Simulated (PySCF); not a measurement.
**Excitation energy of Nb by level of theory**

Nb [Kr] 4d4 5s1 (6D) → Nb [Kr] 4d4 5p1 (high-spin determinant), as a difference of total energies. Computed with PySCF 2.14 in aug-cc-pwCVDZ-PP with ECP28MDF (6s6p5d3f, 70 functions), with a scalar-relativistic core potential. Correlated levels: valence: 4s2 4p6 frozen; valence and next inner shell: nothing frozen outside the core potential. The calculations carry no spin-orbit coupling.

```tsv
method	excitation energy (eV)
UHF	2.673
LDA	3.140
PBE	3.023
PBE0	2.952
r2SCAN	3.172
BP86	3.061
wB97X	2.775
MP2 (valence)	2.872
SCS-MP2 (valence)	2.739
MP2 (valence and next inner shell)	3.092
SCS-MP2 (valence and next inner shell)	2.930
```

Task: How much does correlation contribute at MP2 (valence and next inner shell)?

Result: 3.092 − (2.673) = 0.419 eV, measured against UHF.

The determinant of the upper state mixes LS terms, which raises its energy above the lowest term, most at the Hartree-Fock and MP2 levels.
